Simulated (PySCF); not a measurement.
**Core-level binding energies of `O=[S@]1[C@H]2CC[C@@H]1CC2`**

C₆H₁₀OS.
Cartesian coordinates in Å at the PBE0-D3(BJ)/def2-SVP level; atoms count from 1:
```xyz
18
C6H10OS angstrom
O     -0.8066    0.3126    2.5320
S      0.1199    0.9989    1.5679
C      0.7164   -0.2560    0.3245
C     -0.5913   -0.9208   -0.0922
C     -1.6181    0.2282   -0.2560
C     -0.8626    1.5120    0.0688
C      0.2362    1.7865   -0.9504
C      1.2665    0.6349   -0.7826
H      1.4505   -0.9334    0.7808
H     -0.4457   -1.4980   -1.0186
H     -0.9207   -1.6162    0.6915
H     -2.4497    0.0986    0.4496
H     -2.0402    0.2819   -1.2718
H     -1.5019    2.3737    0.3032
H      0.7038    2.7659   -0.7696
H     -0.1887    1.8191   -1.9654
H      2.2590    1.0270   -0.5147
H      1.3932    0.0531   -1.7085
```

Computed with delta-SCF UKS SCAN, pcX-2 on the ionised atom, pcseg-1 elsewhere, spin-free X2C in PySCF. Binding energies are ΔSCF values: E(core-ionised, relaxed orbitals) − E(ground state) at a fixed geometry, referred to the vacuum level.

Give the core binding energies atom by atom.

| atom(s) | bonded to | level | binding energy (eV) | above the level's lowest (eV) | count |
| --- | --- | --- | --- | --- | --- |
| C4/C5 | 2 C and 2 H | C 1s | 290.72 | 0.00 | 2 |
| C3/C6 | S, 2 C and H | C 1s | 290.81 | +0.09 | 2 |
| C7/C8 | 2 C and 2 H | C 1s | 291.01 | +0.29 | 2 |
| O1 | S (double bond) | O 1s | 536.11 | 0.00 | 1 |
| S2 | O (double bond) and 2 C | S 1s | 2479.23 | 0.00 | 1 |

Lowest listed C 1s: C4/C5, bonded to 2 C and 2 H. Highest, 0.29 eV above it: C7/C8, bonded to 2 C and 2 H. Summing the Pauling electronegativity differences to the bonded atoms, each weighted by its formal bond order, gives -0.70 for the lowest site and -0.70 for the highest; the largest sum, -0.32, belongs to C3/C6, 0.20 eV below the top.

Give the binding energy of C 1s of C4/C5 in hartree and in kJ/mol.

290.72 eV = 10.6838 Eh = 28050 kJ/mol.

The first atom of each set that the bonding makes equivalent was ionised and stands for the set. Not every level is listed. Isolated species at its PBE0-D3(BJ)/def2-SVP geometry, gas phase.
